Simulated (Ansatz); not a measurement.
Isomers of Li6Cl5 (doublet), relaxed with r2SCAN-D4/def2-SVP; total energies from Ansatz at B2PLYP/def2-TZVP.

| isomer | description | energy (Eh) |
| --- | --- | --- |
| A | point group Cs; 15 × Cl–Li 2.26 to 2.38 Å | -2346.14983 |
| B | point group Cs; 17 × Cl–Li 2.31 to 2.55 Å | -2346.14397 |

Correlated methods freeze 25 core orbitals; core or outer-core shells of Li are correlated, in sets that lack core-valence functions.

The isomers come from a short search, and lower ones may exist.

**Question.** Work out the relative energies (1 Eh = 2625.5 kJ/mol) and the Boltzmann populations at 1200 K from electronic energies alone (R = 8.314 J/mol/K).

**Answer.** ΔE: A 0.0, B 15.4 kJ/mol. RT = 9.98 kJ/mol. Factors exp(−ΔE/RT): A 1, B 0.214; sum 1.214. Populations: A 82.4 %, B 17.6 %. Zero-point energy, vibrational entropy and symmetry numbers are left out and can shift these; an error of 4 kJ/mol changes a ratio by a factor of 1.5. Over the other density-functional and correlated levels in def2 sets, the gap between A and B ranges from 7 to 12 kJ/mol.
